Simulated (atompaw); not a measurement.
## What one change does to a pseudopotential (lanthanum (La), PAW (atompaw))

atompaw 4.2.0.5 input, output lines left out:

```
La 57
GGA-PBE scalarrelativistic loggrid 2001 logderivrange -5 5 251
6 6 5 4 0 0
6 1 0
5 2 1
4 3 0
0 0 0
c
c
c
c
v
v
c
c
c
v
v
c
c
v
v
3
3.00 2.40 2.80 2.95
n
n
y
0.5
n
y
0.15
n
custom polynom2 7 10 vanderbiltortho sinc
bessel
2.80
3.00
2.90
3.00
2.40
3.00
1.35
1.35
```

Change: augmentation sinc compensation charge, radius 2.40 bohr; PAW radius 3.00 bohr; waves and projectors: custom polynom vanderbiltortho.

Cutoffs: the cutoffs (Ry, on a coarse ladder) from which the occupation-weighted sum of valence levels, in a spherical-Bessel basis at the reference potential, stays within 10 and 1 mRy of its value at 400 Ry; they do not see the model core or the augmentation charge, which bear on the density cutoff.

Problem. What does the change do?

Solution. The potential gets softer (21 Ry and 45 Ry → 12 Ry and 18 Ry); the range in which the s phases agree widens (upper end 0.2 → 3.8); the range in which the p phases agree widens (upper end 0.7 → at the end of the scan); neither file shows a bound ghost.

```csv
quantity,base,changed
"cutoff, loose",21 Ry,12 Ry
"cutoff, tight",45 Ry,18 Ry
loose cutoff by channel (10 mRy a level),"s 8 Ry, p 10 Ry, d 8 Ry","s 6 Ry, p 8 Ry, d 10 Ry"
bound ghosts,none,none
s: phases at 3.00 bohr within 0.05 rad from the reference energy up to (Ry; the scan ends near 5),0.2,3.8
p: phases at 3.00 bohr within 0.05 rad from the reference energy up to (Ry; the scan ends near 5),0.7,to the end of the scan
d: phases at 3.00 bohr within 0.05 rad from the reference energy up to (Ry; the scan ends near 5),2.9,2.9
f: phases at 3.00 bohr within 0.05 rad from the reference energy up to (Ry; the scan ends near 5),1.4,4.2
lowest overlap eigenvalue by channel,"s 0.67, p 0.79, d 0.21, f 1.00","s 0.76, p 0.87, d 0.66, f 1.00"
```

Base: The cutoffs count occupied waves only; the empty 4f level needs 300 Ry at the loose tolerance. Changed file: The cutoffs count occupied waves only; the empty 4f level needs 60 Ry at the loose tolerance. The cutoffs see the waves, projectors and local potential, not the compensation charge or the core.
